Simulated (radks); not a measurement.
Initial-state core-level shifts of the tungsten ion W+ when its valence configuration changes from [Xe] 4f14 5d4 6s1. Calculated with a radial shooting solver on a logarithmic mesh with Libxc functionals: Dirac Kohn-Sham, PBE, spin-unpolarised, spherical densities, point nucleus; open shells fill j = l - 1/2 first. Shifts are changes of the shell-averaged eigenvalues in eV (positive: less bound).

| valence | 3s | 3d | 4p | 5p |
|---|---|---|---|---|
| 4f13 5d5 6s1 | -11.895 | -11.737 | -10.528 | -3.272 |
| 4f14 5d5 | +2.347 | +2.356 | +2.350 | +2.177 |
| 4f13 5d4 6s1 6p1 | -16.005 | -15.860 | -14.629 | -7.060 |
| 4f14 5d2 6s1 6p2 | -8.494 | -8.524 | -8.488 | -7.726 |
| 4f12 5d2 6s1 6p4 | -44.183 | -43.936 | -40.925 | -23.587 |
| 4f13 5d4 6s2 | -14.789 | -14.645 | -13.411 | -5.866 |
| 4f13.5 5d5 6s0.5 | -4.569 | -4.487 | -3.929 | -0.479 |
| 4f14 5d3 6s1 6p1 | -4.129 | -4.142 | -4.130 | -3.808 |
| 4f14 5d4 6p1 | -1.206 | -1.205 | -1.209 | -1.196 |
